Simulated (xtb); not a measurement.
SbCl2, SMILES [Cl][Sb+][Cl] (connectivity only; charge and spin as stated), charge +1, multiplicity 1. All values are semi-empirical tight-binding results from xtb (GFN2-xTB unless named), good for trends rather than for accurate numbers. Geometry optimised at GFN2-xTB. The multiplicity is an assumed one; other spin states were not compared. The isomer is the one that the SMILES or the coordinates give; other isomers of the formula were not compared.

Optimised geometry:

Bonded distances (Å): Sb1–Cl2 2.299, Sb1–Cl3 2.299. Bond angles (°): Cl2–Sb1–Cl3 99.5.
Charge +1, spin multiplicity 1.

For metal compounds this method's bond lengths and energies can be far off.

| Quantity | Value |
|---|---|
| point group as xtb finds it | C2v |
| orbital gap | 2.16 eV |
| zero-point energy | 1.1 kcal/mol |
| G − E(el) at 298.15 K (modified RRHO) | -17.4 kcal/mol |

Computed atomic charges and the Wiberg bond orders between heavy atoms:
charges (e) Sb1 0.63, Cl2 0.19, Cl3 0.19. Bond orders Sb1–Cl2 1.66, Sb1–Cl3 1.66.
